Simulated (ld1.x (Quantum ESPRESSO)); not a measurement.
**Ru (Z = 44): one change to a TM semilocal potential, before and after**

Ru, norm-conserving Troullier–Martins (semilocal form), made with ld1.x (Quantum ESPRESSO) 7.5 (PBE, scalar-relativistic). Core [Kr], reference 4d6.5 5s0 5p0 (charge +1.5). Waves: 5s (bound, empty): rc 2.20 bohr; 4d (bound): rc 1.70 bohr; 4f channel at 0.05 Ry: rc 3.40 bohr; 5p (bound, empty): rc 3.40 bohr. Local part: the p channel. Core correction: none.

Change: wave 4d (bound): rc 1.70 bohr becomes 4d (bound): rc 1.60 bohr.

Cutoffs: the cutoffs (Ry, on a coarse ladder) from which the occupation-weighted sum of valence levels, in a spherical-Bessel basis at the reference potential, stays within 10 and 1 mRy of its value at 400 Ry; they do not see the model core or the augmentation charge, which bear on the density cutoff. Errors are all-electron minus pseudo energies relative to the spin-unpolarised reference configuration.

Task: How do hardness, ghosts and transferability respond?

Result: The potential gets harder (50 Ry and 60 Ry → 50 Ry and 70 Ry); the errors of the 7 common tests hardly move; the range in which the d phases agree widens (upper end 3.3 → at the end of the scan); neither file shows a bound ghost. A smaller radius makes the pseudo-wave follow the all-electron one further in, where it bends more sharply, so more plane waves are needed. A semilocal file is local in each channel, so a ghost entry of none says nothing of the separable form that plane-wave codes build from it.

| quantity | base | changed |
| --- | --- | --- |
| cutoff, loose | 50 Ry | 50 Ry |
| cutoff, tight | 60 Ry | 70 Ry |
| bound ghosts | none | none |
| error for 4d7 5s1 5p0, meV [ΔE -14.93 eV] | +65 | +65 |
| error for 4d7 5s0 5p0, meV [ΔE -7.64 eV] | -1.2 | -1.0 |
| error for 4d6 5s0 5p0, meV [ΔE 10.54 eV] | -5.9 | -5.7 |
| error for 4d7.5 5s0.5 5p0, meV [ΔE -15.25 eV] | +44 | +45 |
| error for 4d4 5s0 5p0, meV [ΔE 85.68 eV] | -360 | -358 |
| error for 4d7 5s0.5 5p0, meV [ΔE -12.07 eV] | +30 | +30 |
| error for 4d6 5s2 5p0, meV [ΔE -13.23 eV] | +44 | +43 |
| s: phases at 3.71 bohr within 0.05 rad from the reference energy up to (Ry; the scan ends near 5) | 0.4 | 0.4 |
| p: phases at 3.71 bohr within 0.05 rad from the reference energy up to (Ry; the scan ends near 5) | 1.0 | 1.0 |
| d: phases at 3.71 bohr within 0.05 rad from the reference energy up to (Ry; the scan ends near 5) | 3.3 | to the end of the scan |
| f: phases at 3.71 bohr within 0.05 rad from the reference energy up to (Ry; the scan ends near 5) | 1.5 | 1.5 |
